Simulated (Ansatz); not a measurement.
A nudged elastic band was laid between two geometries of C2H3BClFS (9 atoms, charge 0, multiplicity 1).

Method: RKS r2SCANh-D4/def2-SVP (Ansatz).

```
movable images  : 7
climbing image  : yes
spring          : 5.0 eV/Å²
optimiser       : quadratic models (default)
start path      : through a guess of the saddle point
force threshold : 0.03 eV/Å
iteration limit : 29
end points      : relaxed
```

First end point:

```xyz
9
Properties=species:S:1:pos:R:3
C -0.061 -1.640 -0.120
C 0.264 -0.556 0.596
F 0.795 -0.725 1.818
B 0.084 0.929 0.144
S -0.634 1.280 -1.467
Cl 0.595 2.218 1.222
H 0.102 -2.644 0.275
H -0.492 -1.531 -1.115
H -0.564 2.623 -1.369
```

Last end point:

```xyz
9
Properties=species:S:1:pos:R:3
C -0.159 -1.387 -0.201
C 0.362 -0.396 0.533
F 1.158 -0.715 1.567
B 0.074 1.135 0.376
S -0.481 1.914 -1.141
Cl 0.268 2.172 1.779
H 0.055 -2.431 0.037
H -0.828 -1.168 -1.032
H -0.360 0.829 -1.934
```

(1) What changes between the two ends?

(2) Give the energies along the band, and the barrier.

(3) What is the geometry of the highest image?

(4) What are the harmonic wavenumbers there?

## Answers

(1) No bond is made or broken.

(2) It converged. The highest image is number 5 of 0 to 8, 49.9 kJ/mol above the first end and 44.9 kJ/mol above the last; the last end lies 5.0 kJ/mol above the first. A vibrational analysis at the climbing image gives one clearly imaginary mode, 415i cm⁻¹: a first-order saddle point.

```
image  path coordinate (Å)  energy (kJ/mol)
    0                 0.00              0.0
    1                 0.33              4.1
    2                 0.66             15.7
    3                 0.99             31.0
    4                 1.31             44.4
    5                 1.64             49.9
    6                 2.09             39.1
    7                 2.53             16.4
    8                 2.97              5.0
```

(3) 
```xyz
9
Properties=species:S:1:pos:R:3
C -0.101 -1.499 -0.137
C 0.269 -0.455 0.620
F 0.973 -0.687 1.741
B -0.082 1.028 0.313
S -0.984 1.508 -1.233
Cl 0.359 2.239 1.497
H 0.157 -2.520 0.151
H -0.670 -1.322 -1.049
H 0.167 1.663 -1.920
```

(4) 415i, 71, 178, 239, 279, 376, 389, 541, 567, 764, 774, 944, 947, 960, 1000, 1339, 1375, 1682, 2722, 3186, 3309 cm⁻¹.

Time of the run: 4.7 min on 2 threads of Intel(R) Xeon(R) Platinum 8375C CPU @ 2.90GHz (Ice Lake), on a shared host, peak memory 0.31 GiB.
